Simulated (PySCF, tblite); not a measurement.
Bond stretch in InH, singlet.

RMP2 = MP2 on RHF/def2-SVP, 4 core orbitals frozen, def2 effective core potentials past Kr (PySCF); GFN2-xTB, 300 K electronic temperature (tblite); RKS-B3LYP = restricted B3LYP/def2-SVP, def2 effective core potentials past Kr (PySCF); UKS-PBE0 = unrestricted PBE0/def2-SVP, def2 effective core potentials past Kr in PySCF.

Energies are in mEh, each relative to the lowest point of its own curve near equilibrium.

| R / Å | RMP2 | GFN2-xTB | RKS-B3LYP | UKS-PBE0 |
|---|---|---|---|---|
| 1.39 | 58.7 | 73.5 | 63.0 | 61.4 |
| 1.47 | 34.9 | 44.8 | 38.7 | 37.3 |
| 1.58 | 14.6 | 21.9 | 17.4 | 16.4 |
| 1.65 | [?] | 13.1 | 9.2 | 8.4 |
| 1.74 | 1.7 | 6.0 | 2.9 | 2.5 |
| 1.79 | [?] | 3.4 | 1.1 | 0.8 |
| 1.85 | 0.0 | 1.4 | [?] | 0.0 |
| 1.89 | 0.4 | [?] | 0.0 | 0.1 |
| 1.98 | 2.7 | 0.0 | [?] | 1.7 |
| 2.01 | 3.8 | 0.1 | 2.1 | 2.6 |
| 2.16 | 11.3 | 2.1 | 7.9 | 8.9 |
| 2.29 | 19.5 | 5.9 | 14.6 | 16.1 |
| 2.50 | 34.1 | 15.3 | 27.0 | 29.2 |
| 2.79 | 54.5 | 30.7 | 44.8 | 47.9 |
| 3.06 | 72.1 | 45.9 | 60.3 | 63.9 |
| 3.30 | 86.2 | [?] | 72.6 | 74.1 |
| 3.72 | 106.7 | 82.2 | 90.7 | 85.1 |
| 4.08 | 120.3 | — | 102.9 | 90.3 |
| 4.57 | 133.1 | — | 115.4 | 93.7 |
| 4.96 | 139.1 | — | 122.7 | 94.6 |
| 5.55 | 141.8 | — | 130.6 | 95.0 |
| 6.48 | 135.2 | — | 137.8 | 95.1 |
| 7.39 | 121.8 | — | 141.5 | 95.1 |

Problem. Fill in the missing entries.

Solution. 
- 1.65, RMP2: 7.0
- 1.79, RMP2: 0.4
- 1.85, RKS-B3LYP: 0.1
- 1.89, GFN2-xTB: 0.6
- 1.98, RKS-B3LYP: 1.3
- 3.30, GFN2-xTB: 59.3

Dashes: no converged value, or the column stops at the first point that the program doubted or that broke a chosen test of continuity, which isn't proof of a fault.

The restricted form behind RMP2, RKS-B3LYP keeps the bonding electrons paired and can't separate into open-shell fragments. The T1 diagnostic of CCSD on the restricted reference of RMP2 exceeds 0.045 at 3.30 to 7.39 Å. At the longest distance RKS-B3LYP leaves fractional charges on the fragments, a sign of delocalisation error or of the restricted form. The unrestricted determinant behind UKS-PBE0 is spin-contaminated at 3.06 to 7.39 Å (<S²> up to 1.0, against 0.00 for a pure singlet).
